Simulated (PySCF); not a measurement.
Species: C2H5BF2OS.
Z-matrix (Å and degrees, PBE0-D3(BJ)/def2-SVP geometry), rows numbered from 1:
```
C 
S   1  1.8180
B   2  1.7783  1  102.74
O   3  1.3673  2  120.21  1    -0.42
C   4  1.3634  3  122.34  2  -177.84
F   5  1.3351  4  108.43  3  -134.21
F   5  1.3384  4  109.10  3   108.66
H   1  1.0978  2  110.50  3   -70.11
H   1  1.0971  2  110.68  3    51.20
H   1  1.0972  2  107.15  3   170.78
H   3  1.2078  2  118.57  1   179.53
H   5  1.1044  4  112.58  3   -12.72
```

Level of theory: PBE0-D3(BJ)/def2-SVP geometry optimisation, gas phase (PySCF).

Take the most abundant isotopes and a rigid rotor. The values belong to one conformer with, in the numbering `[CH3:1][S:2][BH:3][O:4][CH:5]([F:6])[F:7]`, C1–S2–B3–O4 0°, S2–B3–O4–C5 -178°, B3–O4–C5–F6 -134°.

Give the principal moments of inertia and the rotational constants in MHz.

Ia = 103.10, Ib = 529.96, Ic = 549.56 u·Å²; 505379 MHz·u·Å²/I gives A = 4902, B = 953.6, C = 919.6 MHz.

Classify the top.

A near-prolate asymmetric top; Ray's κ = -0.983.

What does the inertial defect say?

Not planar: Δ = Ic − Ia − Ib = -83.50 u·Å². For a rigid frame Δ = −2 Σ m c², so Σ m c² = 41.75 u·Å² lies off the ab plane: 4.06 from hydrogen and 37.69 from heavier atoms. The atom farthest from that plane is 1.38 Å away.

Give the coordinates in the principal-axis frame, origin at the centre of mass.

The sense of each axis is arbitrary; atoms in the order of the calculation.
```tsv
atom	mass (u)	a (Å)	b (Å)	c (Å)
C1	12.000	2.212	-1.288	-0.533
S2	31.972	2.322	0.395	0.146
B3	11.009	0.615	0.833	0.387
O4	15.995	-0.375	-0.050	0.055
C5	12.000	-1.698	0.256	0.181
F6	18.998	-2.316	-0.774	0.763
F7	18.998	-2.228	0.415	-1.037
H8	1.008	1.873	-1.992	0.238
H9	1.008	1.520	-1.318	-1.383
H10	1.008	3.220	-1.568	-0.865
H11	1.008	0.357	1.919	0.846
H12	1.008	-1.866	1.173	0.773
```

Where do the levels up to J = 3 lie, in cm⁻¹?

Above 0(0,0):
J = 1: 1(0,1) 0.0625, 1(1,1) 0.1942, 1(1,0) 0.1953
J = 2: 2(0,2) 0.1874, 2(1,2) 0.3180, 2(1,1) 0.3214, 2(2,1) 0.7165, 2(2,0) 0.7165
J = 3: 3(0,3) 0.3749, 3(1,3) 0.5038, 3(1,2) 0.5106, 3(2,2) 0.9040, 3(2,1) 0.9040, 3(3,1) 1.5653, 3(3,0) 1.5653
Those of J = 1 are B + C, A + C and A + B.

Which types of transition are allowed, and where do some lines up to J = 5 fall?

The dipole components are |μa| = 0.55 D, |μb| = 0.03 D, |μc| = 0.29 D. Intensities carry the squares of the components, which stand as 1.00 : 0.00 : 0.27 (a : b : c). Some lines, for components of 0.1 D or more:

```json
{"type": "a", "branch": "Q", "J(Ka,Kc)": "4(1,3) ← 4(1,4)", "MHz": "340", "lower level (cm⁻¹)": "0.751"}
{"type": "a", "branch": "R", "J(Ka,Kc)": "1(0,1) ← 0(0,0)", "MHz": "1873", "lower level (cm⁻¹)": "0.000"}
{"type": "c", "branch": "Q", "J(Ka,Kc)": "5(1,5) ← 5(0,5)", "MHz": "3716", "lower level (cm⁻¹)": "0.937"}
{"type": "a", "branch": "R", "J(Ka,Kc)": "3(0,3) ← 2(0,2)", "MHz": "5619", "lower level (cm⁻¹)": "0.187"}
{"type": "a", "branch": "R", "J(Ka,Kc)": "3(1,2) ← 2(1,1)", "MHz": "5671", "lower level (cm⁻¹)": "0.321"}
{"type": "a", "branch": "R", "J(Ka,Kc)": "4(1,4) ← 3(1,3)", "MHz": "7424", "lower level (cm⁻¹)": "0.504"}
{"type": "a", "branch": "R", "J(Ka,Kc)": "4(0,4) ← 3(0,3)", "MHz": "7491", "lower level (cm⁻¹)": "0.375"}
{"type": "a", "branch": "R", "J(Ka,Kc)": "4(3,2) ← 3(3,1)", "MHz": "7493", "lower level (cm⁻¹)": "1.565"}
{"type": "a", "branch": "R", "J(Ka,Kc)": "4(2,2) ← 3(2,1)", "MHz": "7495", "lower level (cm⁻¹)": "0.904"}
{"type": "a", "branch": "R", "J(Ka,Kc)": "5(0,5) ← 4(0,4)", "MHz": "9362", "lower level (cm⁻¹)": "0.625"}
{"type": "a", "branch": "R", "J(Ka,Kc)": "5(4,2) ← 4(4,1)", "MHz": "9367", "lower level (cm⁻¹)": "2.741"}
{"type": "a", "branch": "R", "J(Ka,Kc)": "5(3,2) ← 4(3,1)", "MHz": "9367", "lower level (cm⁻¹)": "1.815"}
{"type": "c", "branch": "R", "J(Ka,Kc)": "4(1,3) ← 3(0,3)", "MHz": "11629", "lower level (cm⁻¹)": "0.375"}
{"type": "c", "branch": "R", "J(Ka,Kc)": "2(2,0) ← 1(1,0)", "MHz": "15625", "lower level (cm⁻¹)": "0.195"}
{"type": "c", "branch": "R", "J(Ka,Kc)": "2(2,1) ← 1(1,1)", "MHz": "15659", "lower level (cm⁻¹)": "0.194"}
{"type": "c", "branch": "R", "J(Ka,Kc)": "4(2,3) ← 3(1,3)", "MHz": "19491", "lower level (cm⁻¹)": "0.504"}
{"type": "c", "branch": "Q", "J(Ka,Kc)": "4(3,2) ← 4(2,2)", "MHz": "19823", "lower level (cm⁻¹)": "1.154"}
{"type": "c", "branch": "Q", "J(Ka,Kc)": "3(3,1) ← 3(2,1)", "MHz": "19825", "lower level (cm⁻¹)": "0.904"}
{"type": "c", "branch": "R", "J(Ka,Kc)": "3(3,1) ← 2(2,1)", "MHz": "25446", "lower level (cm⁻¹)": "0.717"}
{"type": "c", "branch": "Q", "J(Ka,Kc)": "5(4,2) ← 5(3,2)", "MHz": "27756", "lower level (cm⁻¹)": "2.128"}
{"type": "c", "branch": "Q", "J(Ka,Kc)": "4(4,1) ← 4(3,1)", "MHz": "27756", "lower level (cm⁻¹)": "1.815"}
{"type": "c", "branch": "R", "J(Ka,Kc)": "5(3,3) ← 4(2,3)", "MHz": "29194", "lower level (cm⁻¹)": "1.154"}
{"type": "c", "branch": "R", "J(Ka,Kc)": "5(5,1) ← 4(4,1)", "MHz": "45053", "lower level (cm⁻¹)": "2.741"}
```

Estimate the classical rotational partition function at 25 K, 50 K and 500 K.

Point group C1, symmetry number σ = 1; q = (√π/σ)·√((kT/h)³/(ABC)), k/h = 20836.6 MHz/K: 10200 at 25 K, 28700 at 50 K, 909000 at 500 K.

No PBE0-D3(BJ)/def2-SVP frequencies stand behind this structure, so it isn't proved a minimum. Zero-point vibration and centrifugal distortion are left out. A rigid rotor knows nothing of internal rotation, which can split or shift real lines. Quadrupole hyperfine structure (11B) is left out.
